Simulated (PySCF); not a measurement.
5-thiophen-2-ylpyrimidine (C₈H₆N₂S), SMILES c1ccc(-c2cncnc2)s1.

The structure is a stationary point at r2SCAN-D4/def2-SVP. One conformer was computed; it need not be the lowest.

Level of theory: PySCF with r2SCAN-D4/def2-SVP.

Frequencies are harmonic and unscaled.

Computed harmonic wavenumbers and intensities:
```csv
mode,ν (cm⁻¹),IR (km/mol),moving atoms (share of kinetic energy)
1,37,0.2,"C 41 %, N 25 %, S 22 %, H 11 %"
2,101,0.0,"C 76 %, H 15 %"
3,135,0.2,"C 56 %, S 17 %, N 15 %, H 12 %"
4,234,0.1,"C 66 %, H 22 %, S 9 %"
5,322,0.3,"C 53 %, S 21 %, N 20 %"
6,375,0.7,"C 59 %, S 20 %, H 11 %, N 10 %"
7,404,0.1,"N 51 %, C 30 %, H 19 %"
8,443,0.9,"C 65 %, S 14 %, H 12 %, N 9 %"
9,539,4.6,"C 76 %, H 17 %"
10,608,2.6,"C 74 %, H 23 %"
11,636,10.6,"N 53 %, C 42 %"
12,642,0.8,"C 54 %, S 38 %"
13,700,64.3,"H 86 %, C 14 %"
14,745,23.6,"H 46 %, N 28 %, C 26 %"
15,746,1.5,"C 60 %, N 22 %, S 12 %"
16,760,1.0,"C 70 %, S 15 %"
17,831,11.6,"H 74 %, C 26 %"
18,866,18.6,"C 70 %, H 19 %, S 9 %"
19,913,1.7,"H 69 %, C 30 %"
20,919,2.7,"H 51 %, C 44 %"
21,968,0.1,"H 68 %, C 30 %"
22,971,14.2,"C 53 %, N 35 %, H 9 %"
23,989,0.8,"H 61 %, C 38 %"
24,1050,4.3,"C 58 %, H 27 %, N 15 %"
25,1073,8.9,"H 58 %, C 42 %"
26,1083,3.1,"H 84 %, C 15 %"
27,1159,2.2,"C 67 %, H 24 %, N 9 %"
28,1202,12.5,"H 49 %, C 47 %"
29,1238,14.3,"H 62 %, C 34 %"
30,1297,6.1,"C 58 %, H 25 %, N 16 %"
31,1303,5.0,"C 64 %, H 19 %, N 17 %"
32,1359,5.0,"H 72 %, C 26 %"
33,1384,1.0,"C 55 %, H 40 %"
34,1456,37.2,"C 44 %, H 31 %, N 25 %"
35,1460,23.6,"C 41 %, H 35 %, N 25 %"
36,1500,44.0,"C 84 %, H 10 %"
37,1576,16.7,"C 82 %, H 11 %"
38,1589,47.2,"C 79 %, N 13 %, H 8 %"
39,1629,6.2,"C 70 %, N 22 %"
40,3133,14.8,"H 92 %, C 8 %"
41,3147,14.1,"H 92 %, C 8 %"
42,3168,16.5,"H 92 %, C 8 %"
43,3213,3.3,"H 92 %, C 8 %"
44,3226,1.3,"H 91 %, C 9 %"
45,3256,2.7,"H 91 %, C 9 %"
```
